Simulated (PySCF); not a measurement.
# Reading the logs of faulty runs: AlH3NOSi cation

All numbers below are calculated, not measured. They come from PySCF 2.14.0, an open-source quantum chemistry program, on an isolated molecule that a program drew, which may never have been made. The molecule is AlH3NOSi cation (charge +1, singlet), drawn as the SMILES string `[OH][Al]=[N][SiH2+]`.

Each row is a Hartree-Fock (HF) and frozen-core CCSD(T) single point in the cc-pV(D+d)Z basis, meant for a local HF minimum. Run 1 is clean. Each other run has one planted mistake out of seven kinds, and not every kind appears here: one electron removed, one electron added, multiplicity raised by two, geometry at a saddle point, minimal basis STO-3G, one bond length entered in bohr, all coordinates scaled. The reference is restricted for singlets and unrestricted otherwise, and also for a bond in bohr. Adding or removing an electron swaps singlet and doublet. Electrons count all cores. HOMO and LUMO are orbital energies over both spins, the gradient is its largest component, and the lowest frequency (negative if imaginary) is given only where the gradient is small. Bond lengths are over the 6 bonds as drawn. T1 is the CCSD diagnostic: over 0.02 (restricted) or 0.045 (unrestricted) a single reference is doubtful.

Geometry of the clean run:
```xyz
7
AlH3NOSi cation, angstrom
O    -1.2254    1.2631   -2.6698
Al   -1.9845    1.1823   -1.2667
N    -2.7732    1.0982    0.1912
Si   -3.5276    1.0179    1.5841
H    -0.7784    1.3113   -3.4961
H    -3.5822    2.1497    2.5100
H    -4.2167   -0.1930    2.0314
```

```
run  electrons  basis functions  <S^2>  HOMO (eV)  LUMO (eV)  gradient (hartree/bohr)  lowest frequency (cm^-1)  mean bond (Å)  longest bond (Å)      T1  HF (hartree)  CCSD(T) (hartree)                          mistake
  1         44               89  0.000     -15.70      -3.42                  9.1e-06                        86         1.4517             1.660  0.0172    -661.74339         -662.25856                         no fault
  2         44               89  1.020     -12.80      -5.52                  4.7e-02                         -         1.6869             2.997  0.0250    -661.53319         -662.02382  one bond length entered in bohr
  3         44               31  0.000     -12.18       1.07                  7.6e-02                         -         1.4517             1.660  0.0287    -653.77402         -653.98464             minimal basis STO-3G
  4         44               89  0.000     -16.12      -3.16                  5.5e-02                         -         1.3835             1.582  0.0152    -661.71945         -662.22419                                ?
```

**Which mistake was planted in run 4, and what did it cost?**

The mean and the longest bond both change by the same factor, 0.953, and the gradient is no longer small. So the mistake is: all coordinates scaled. Subtracting run 1 and multiplying by 627.51 kcal/mol a hartree, the energy moved by 15.0 kcal/mol in HF and 21.6 kcal/mol in CCSD(T).

Cautions from the logs. Run 3: T1 is over the limit, so its CCSD(T) energy is less reliable.
